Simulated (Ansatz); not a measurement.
Coupled-cluster diagnostics for the cluster CdI₂, Ansatz.

Geometry of the singlet (r2SCAN-D4/def2-TZVP):

Cartesian coordinates in Å:
```
Cd -0.0067 -0.0033 -0.0048
I -0.4332 2.3428 -1.0062
I 0.4399 -2.3394 1.0110
```

In the def2 sets Cd, I take a core potential; there is no spin–orbit coupling. Correlated methods freeze 8 core orbitals; core or outer-core shells of Cd, I are correlated, in sets that lack core-valence functions. The structure comes from a short search, and lower isomers may exist.

(1) Estimate the CCSD(T) correlation energy, the shares of MP2 and (T), T1 and the reference's ⟨S²⟩ for: charge 0, singlet, own geometry in def2-TZVPP; and the rough time on 4 threads of Intel Xeon on a shared host.

Answers

(1) 
```
                          state       basis  correlation (eV)  MP2 share (%)  (T) share (%)     T1  ⟨S²⟩ (pure)  wall time
charge 0, singlet, own geometry  def2-TZVPP           -44.438          103.2            2.4  0.011  0.00 (0.00)       18 s
```
Customary marks for T1 are 0.02 (closed shells), 0.045 (open shells) and about 0.05 (3d metals). T1 stays under 0.02 throughout.
